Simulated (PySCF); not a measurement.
C3H9AlO, SMILES C([CH2][AlH][OH])C.

Coordinates come from a B3LYP-D3(BJ)/def2-SVP optimisation. The structure was generated by enumeration; whether it is a known compound was not checked. One conformer was computed; it need not be the lowest.

All values below come from TDDFT-PBE/def2-SVPD in PySCF 2.14.0.

Vertical excitations. The molecule is in vacuum.

Computed excitation energies, oscillator strengths and character:
```
state  energy (eV)  λ (nm)      f                                              main pairs
-----  -----------  ------  -----  ------------------------------------------------------
S1            5.09     244  0.000                                         HOMO→LUMO 100 %
S2            5.78     215  0.031                                        HOMO→LUMO+1 95 %
S3            6.18     201  0.009                                        HOMO−1→LUMO 98 %
S4            6.34     195  0.052                                        HOMO→LUMO+2 89 %
S5            6.43     193  0.011                      HOMO−3→LUMO 54 %, HOMO−2→LUMO 38 %
S6            6.60     188  0.012  HOMO−2→LUMO 42 %, HOMO−3→LUMO 40 %, HOMO−1→LUMO+1 15 %
S7            6.75     184  0.000                                        HOMO−4→LUMO 99 %
S8            6.84     181  0.034                                      HOMO−2→LUMO+1 95 %
S9            6.89     180  0.070                                      HOMO−1→LUMO+1 78 %
S10           7.08     175  0.016                                      HOMO−3→LUMO+1 97 %
T1            4.77     260      0                                          HOMO→LUMO 99 %
T2            5.44     228      0                                        HOMO→LUMO+1 98 %
T3            5.80     214      0                                        HOMO−1→LUMO 97 %
T4            5.83     213      0                                        HOMO−2→LUMO 96 %
```
Triplets are in the Tamm–Dancoff approximation, which puts them higher than full response would, so one can lie above its singlet here.
